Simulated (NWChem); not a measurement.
Atomisation of CHO₂

```xyz
4

O     -0.1396     1.1628     0.0000
C      0.2134     0.0179     0.0000
O     -0.1921    -1.1550     0.0000
H      1.3726    -0.1705     0.0000
```
Charge 0, spin multiplicity 2.

Everything below was run with NWChem. Structure: optimised with UPBE0/def2-SVP, a minimum by its harmonic frequencies.

Basis set: def2-TZVP. The atomisation energy is electronic alone: no zero-point, thermal, spin-orbit or counterpoise terms. No value is extrapolated to the basis-set limit. Free atoms are single determinants with multiplicities O 3, C 3, H 2. Correlated methods freeze the same cores in atoms and molecule, 3 orbitals in all.

| method | atomisation energy (kcal/mol) | relative cost |
|---|---|---|
| MP2 | 371.9 | 4 |
| PBE0 | 385.3 | under 3 |
| LC-wPBE (omega 0.3 per bohr) | 396.9 | 20 |
| CAM-B3LYP | 382.9 | 20 |
| PBE | 414.7 | under 3 |
| LDA (SVWN5) | 478.1 | 1 |
| HF | 231.5 | under 3 |
| B3LYP | 383.2 | under 3 |
| M06-2X | 378.9 | under 3 |

The values span 246.7 kcal/mol, from HF (lowest) to LDA (SVWN5) (highest). Relative cost: rough, from shared machines, SCF included, LDA (SVWN5) = 1. Costs are the molecule's.

B3LYP has NWChem's definition, with VWN1-RPA local correlation. GW and range-separated runs recompute their integrals, the others keep them in memory, which bears on the times. The structure started from a generated list of species. The unpaired electrons of the parent sit in orbitals of symmetry a' (Cs labels of the run); other states weren't searched. The stability of the SCF solutions was not checked. Open-shell Hartree-Fock references start from PBE0 orbitals; any time given for them includes that run.
